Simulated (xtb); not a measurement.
dimethylsulfoxide (C$_{2}$H$_{6}$OS), singlet, from a rough starting geometry; GFN2-xTB (xtb).

xtb was given this input:
```
$ xtb mol.xyz --gfn 2 --opt vtight --json

# file mol.xyz
10

S     -0.05296168     0.84692903    -0.62956386
O     -0.03465193     2.11011033     0.15445889
C      1.33425154    -0.18680957    -0.04291701
C     -1.43735468    -0.17814063    -0.04660890
H      1.30207535    -0.27902882     1.04758814
H     -2.33092761     0.26641435    -0.22890058
H      1.30855101    -1.20594652    -0.51090693
H      2.30678409     0.33009719    -0.31040429
H     -1.25365664    -1.20523774    -0.55236176
H     -1.25782702    -0.28195557     1.05344922
```

The log (banner, timings and long lists left out):

```
   ID    Z sym.   atoms
    1   16 S      1
    2    8 O      2
    3    6 C      3, 4
    4    1 H      5-10

           -------------------------------------------------
          |                Calculation Setup                |
           -------------------------------------------------

           -------------------------------------------------
          |                 G F N 2 - x T B                 |
           -------------------------------------------------

          ...................................................
          :                      SETUP                      :
          :.................................................:
          :  # basis functions                  28          :
          :  # atomic orbitals                  27          :
          :  # shells                           15          :
          :  # electrons                        26          :
          :  max. iterations                   250          :
          :  Hamiltonian                  GFN2-xTB          :
          :  restarted?                      false          :
          :  GBSA solvation                  false          :
          :  PC potential                    false          :
          :  electronic temp.          300.0000000     K    :
          :  accuracy                    1.0000000          :
          :  -> integral cutoff          0.2500000E+02      :
          :  -> integral neglect         0.1000000E-07      :
          :  -> SCF convergence          0.1000000E-05 Eh   :
          :  -> wf. convergence          0.1000000E-03 e    :
          :  Broyden damping             0.4000000          :
          :  net charge                          0          :
          :  unpaired electrons                  0          :
          ...................................................

 iter      E             dE          RMSdq      gap      omega  full diag
   1    -14.6994075 -0.146994E+02  0.515E+00    6.10       0.0  T
   2    -14.7289569 -0.295494E-01  0.299E+00    5.45       1.0  T
   3    -14.7307250 -0.176803E-02  0.118E+00    5.36       1.0  T
   4    -14.7314500 -0.724973E-03  0.444E-01    5.25       1.0  T
   5    -14.7314937 -0.437641E-04  0.116E-01    5.30       1.0  T
   6    -14.7315068 -0.130615E-04  0.806E-02    5.28       1.0  T
   7    -14.7315147 -0.796380E-05  0.171E-02    5.28       1.9  T
   8    -14.7315154 -0.653022E-06  0.703E-03    5.28       4.5  T
[...]
         :: total energy             -14.607755414227 Eh    ::
 * total energy  :   -14.6077554 Eh     change       -0.8407497E-11 Eh
 * total energy  :   -14.6196953 Eh     change       -0.1193993E-01 Eh
 * total energy  :   -14.6210152 Eh     change       -0.1319814E-02 Eh
 * total energy  :   -14.6211481 Eh     change       -0.1329118E-03 Eh
 * total energy  :   -14.6211750 Eh     change       -0.2688529E-04 Eh
 * total energy  :   -14.6211793 Eh     change       -0.4325889E-05 Eh
 * total energy  :   -14.6211796 Eh     change       -0.3259069E-06 Eh
 * total energy  :   -14.6211797 Eh     change       -0.5776741E-07 Eh
   *** GEOMETRY OPTIMIZATION CONVERGED AFTER 8 ITERATIONS ***
         :: total energy             -14.621179667086 Eh    ::
[...]
     4   6 C        3.741    -0.135    23.179     6.869
     5   1 H        0.925     0.067     2.121     2.278
     6   1 H        0.925     0.064     2.158     2.297
     7   1 H        0.925     0.052     2.297     2.370
     8   1 H        0.925     0.063     2.159     2.298
     9   1 H        0.925     0.052     2.297     2.370
    10   1 H        0.925     0.067     2.122     2.278

 Mol. C6AA /au·bohr⁶  :       1187.040757
 Mol. C8AA /au·bohr⁸  :      33237.416190
 Mol. α(0) /au        :         53.024199

Wiberg/Mayer (AO) data.
largest (>0.10) Wiberg bond orders for each atom

 ---------------------------------------------------------------------------
     #   Z sym  total        # sym  WBO       # sym  WBO       # sym  WBO
 ---------------------------------------------------------------------------
     1  16 S    3.770 --     2 O    1.829     4 C    0.948     3 C    0.948
     2   8 O    2.002 --     1 S    1.829
     3   6 C    3.988 --     7 H    0.985     8 H    0.981     5 H    0.980
                             1 S    0.948
     4   6 C    3.988 --     9 H    0.985     6 H    0.981    10 H    0.980
                             1 S    0.948
     5   1 H    0.996 --     3 C    0.980
     6   1 H    0.996 --     4 C    0.981
     7   1 H    0.997 --     3 C    0.985
     8   1 H    0.996 --     3 C    0.981
     9   1 H    0.997 --     4 C    0.985
    10   1 H    0.996 --     4 C    0.980
 ---------------------------------------------------------------------------

Topologies differ in total number of bonds
Writing topology from bond orders to xtbtopo.mol

molecular dipole:
                 x           y           z       tot (Debye)
 q only:        0.011      -1.391      -0.533
   full:        0.016      -1.606      -0.220       4.120
molecular quadrupole (traceless):
                xx          xy          yy          xz          yz          zz
 q only:        4.300       0.159      -7.496       0.031      -2.021       3.196
  q+dip:        5.308       0.195      -8.539       0.005      -1.217       3.231
   full:        5.784       0.197      -8.405      -0.001      -1.432       2.621

optimized geometry written to: xtbopt.xyz

           -------------------------------------------------
          | TOTAL ENERGY              -14.621179667086 Eh   |
          | GRADIENT NORM               0.000060922635 Eh/α |
          | HOMO-LUMO GAP               5.060133372594 eV   |
           -------------------------------------------------
```
